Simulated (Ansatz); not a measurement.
Input (CCSDT(Q)/cc-pV(D+d)Z; Ansatz, a program for electronic structure): A basis named .json is the Basis Set Exchange file of that set.

Ansatz 0.2 input:
```yaml
crystal:
  periodic: [false, false, false]
  atoms:
    - {symbol: C, position_ang: [-0.00000000, -0.00000000, -1.22427249]}
    - {symbol: Cl, position_ang: [0.00000000, 0.00000000, 0.43209617]}
basis:
  gaussian:
    orbitals: cc-pV_D+d_Z.json
magnetization: {spin_polarized: true, initial_magnetization: 1}
correlation: {method: ccsdt_q, electrons: outside_noble_gas}
```

Output:

```
Functional definition: HF
integrals: 0.02 GiB planned
651 factors; integrals over basis functions are off by at most 1.1e-7 eV
mean field: 0.09 GiB planned
mean field evaluation 1: about -13529.7948 eV, gradient 8.3e0 eV
mean field evaluation 2: about -13529.7985 eV, gradient 8.4e0 eV
mean field evaluation 4: about -13530.4585 eV, gradient 1.7e0 eV
mean field evaluation 8: about -13530.5034 eV, gradient 2.4e-3 eV
mean field evaluation 16: about -13530.4537 eV, gradient 1.7e0 eV
mean field evaluation 32: about -13530.4934 eV, gradient 2.1e-1 eV
mean field evaluation 64: about -13525.1290 eV, gradient 1.2e-3 eV
mean field evaluation 96: about -13530.3509 eV, gradient 3.5e0 eV
mean field evaluation 128: about -13527.1039 eV, gradient 3.3e-3 eV
mean field -13530.50343171 eV, -497.2368298108 hartree, gradient 1.3e-6 eV, S^2 0.761443; 5 other end points of the search recorded, 0 dependent functions left out
determinant -13530.50343171 eV, -497.2368298108 hartree, with singles and doubles -13537.39030290 eV, -497.4899176590 hartree
determinant -13527.10386612 eV, -497.1118980796 hartree, with singles and doubles -13534.12363784 eV, -497.3698699321 hartree
6 core orbitals not correlated
reference -13530.50343171 eV, -497.2368298108 hartree; 6, 5 occupied and 25, 26 virtual orbitals, 651 factors
second order -6.06252207 eV of doubles, -0.00000000 eV of singles
coupled cluster: 0.21 GiB planned
cycle   1  -6.54949631 eV  change   -4.9e-1 eV  update   9.3e-2
cycle   2  -6.89186933 eV  change   -3.4e-1 eV  update   4.7e-2
cycle   3  -7.17748483 eV  change   -2.9e-1 eV  update   3.0e-2
cycle   4  -7.15794055 eV  change    2.0e-2 eV  update   9.6e-3
cycle   5  -7.15305545 eV  change    4.9e-3 eV  update   5.1e-3
cycle   6  -7.15763670 eV  change   -4.6e-3 eV  update   1.9e-3
cycle   7  -7.15752055 eV  change    1.2e-4 eV  update   1.1e-3
cycle   8  -7.15691864 eV  change    6.0e-4 eV  update   5.6e-4
cycle   9  -7.15761142 eV  change   -6.9e-4 eV  update   3.2e-4
cycle  10  -7.15738774 eV  change    2.2e-4 eV  update   1.6e-4
cycle  11  -7.15756961 eV  change   -1.8e-4 eV  update   6.9e-5
cycle  12  -7.15757769 eV  change   -8.1e-6 eV  update   2.4e-5
cycle  13  -7.15757626 eV  change    1.4e-6 eV  update   9.5e-6
cycle  14  -7.15758917 eV  change   -1.3e-5 eV  update   4.0e-6
cycle  15  -7.15759014 eV  change   -9.6e-7 eV  update   1.9e-6
cycle  16  -7.15759079 eV  change   -6.6e-7 eV  update   1.0e-6
perturbative correction -0.01799539 eV, -0.0006613185 hartree
Total energy: -13537.67901790 eV, -497.5005277394 hartree
```
